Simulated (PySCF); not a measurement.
**Simulated absorption spectrum**

Species: C2H6OSSi.
SMILES: `CC(=O)[SiH2]S`

Level of theory: TDDFT CAM-B3LYP/def2-SVPD, vertical, gas phase, core orbitals frozen in the response in PySCF 2.14.0, density-fitted response routines. Isolated species at its PBE0-D3(BJ)/def2-SVP geometry (one conformer only). Torsions of this conformer, `[CH3:1][C:2](=[O:3])[SiH2:4][SH:5]`: C1–C2–Si4–S5 -173°, H–S5–Si4–C2 -6°.

Broadening: Gaussians 0.4 eV wide at half height, area fixed by f = 4.319×10⁻⁹ ∫ε dν̃. The width is an assumption, not a result. The curve ends short of the highest state used, and states not computed would add to its high-energy end.

```tsv
E (eV)	ε (L mol⁻¹ cm⁻¹)
3.16	0
3.27	1
3.39	4
3.50	14
3.62	32
3.73	44
3.85	38
3.96	22
4.08	7
4.19	2
4.31	0
4.42	0
4.54	0
4.65	0
4.77	0
4.88	0
5.00	3
5.12	22
5.23	87
5.35	245
5.46	409
5.58	447
5.69	347
5.81	354
5.92	734
6.04	1485
6.15	1908
6.27	1590
6.38	954
6.50	593
6.61	708
6.73	1071
6.84	1456
6.96	2334
7.07	4883
7.19	10453
```

Question: Locate the maxima and give the states behind the curve.

Answer: 330 nm (3.76 eV), ε about 44, made up of S1 (100%); 224 nm (5.54 eV), ε about 460, made up of S2 (99%); 201 nm (6.16 eV), ε about 1900, made up of S3 (98%) (ε in L mol⁻¹ cm⁻¹; maxima over ε = 5, shares over 10%). At its high-energy end, 7.19 eV, the curve is still rising (ε about 10000, from S9). The states used: S1 3.76 eV (f 0.0007); S2 5.54 eV (f 0.0067); S3 6.16 eV (f 0.028); S4 6.30 eV (f 0.0006); S5 6.66 eV (f 0.0050); S6 6.80 eV (f 0.0053); S7 6.94 eV (f 0.013); S8 7.11 eV (f 0.0003); S9 7.35 eV (f 0.231); S10 7.79 eV (f 0.016).

Question: What would ε be at 6.16 eV, the highest of these maxima, with half the width (0.2 eV)?

Answer: About 3780 L mol⁻¹ cm⁻¹ against 1910, a factor of about 1.97; a lone state at its own centre would give exactly 2.

Question: On this curve, what absorbance would a 10⁻⁵ mol/L sample give at 222 nm over a 1 cm path?

Answer: 222 nm is 5.585 eV, where ε is about 440 L mol⁻¹ cm⁻¹, so A = ε c l ≈ 0.0044 (Beer–Lambert, with the gas-phase spectrum and the assumed width).

Question: Coming from long wavelengths, where does ε first pass 100 L mol⁻¹ cm⁻¹?

Answer: At about 236 nm (5.24 eV), 1.49 eV above S1.

The vertical ionisation energy (ΔSCF) is 9.54 eV, 1.75 eV above S10.
